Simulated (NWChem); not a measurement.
Molecule: MgHF; SMILES [MgH][F]

```xyz
3

Mg    -0.0009    -0.5924     0.0000
H     -0.0055    -2.2802     0.0000
F      0.0008     1.1687     0.0000
```
Atoms are numbered in this order, from 1.

Coordinates come from a PBE0/def2-SVP optimisation.

Q: List the 4 lowest vertical singlet excitations from BHandHLYP/def2-SVPD, TDA (NWChem).

A: 
```csv
state,energy (eV),oscillator strength,leading excitation (squared amplitude)
S1,7.11,0.265,HOMO → LUMO+2 (0.96)
S2,7.11,0.265,HOMO → LUMO+1 (0.96)
S3,7.36,0.365,HOMO → LUMO (0.95)
S4,8.38,0.081,HOMO−2 → LUMO (0.95)
```
